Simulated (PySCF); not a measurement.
F2W, SMILES [F][W][F] (connectivity only; charge and spin as stated), neutral, multiplicity 5. Atoms are numbered in the order given.

```xyz
3

W      0.0000     0.0000     0.1202
F      0.0000     1.7923    -0.4944
F      0.0000    -1.7923    -0.4944
```
Charge 0, spin multiplicity 5.

Geometry optimised at B3LYP-D3(BJ)/def2-TZVP. The multiplicity is an assumed one; other spin states were not compared. The def2 effective core potentials stand for the cores of W; spin–orbit coupling is left out.

The numbers are results of B3LYP-D3(BJ)/def2-TZVP (PySCF 2.14.0), not measurements.

Frequencies are harmonic and unscaled.

Computed vibrational spectrum:
```json
[
 {"mode": "1", "ν (cm⁻¹)": "112", "IR (km/mol)": "4.5", "moving atoms (share of kinetic energy)": "F 85 %, W 15 %"},
 {"mode": "2", "ν (cm⁻¹)": "639", "IR (km/mol)": "194.4", "moving atoms (share of kinetic energy)": "F 84 %, W 16 %"},
 {"mode": "3", "ν (cm⁻¹)": "655", "IR (km/mol)": "25.4", "moving atoms (share of kinetic energy)": "F 97 %"}
]
```
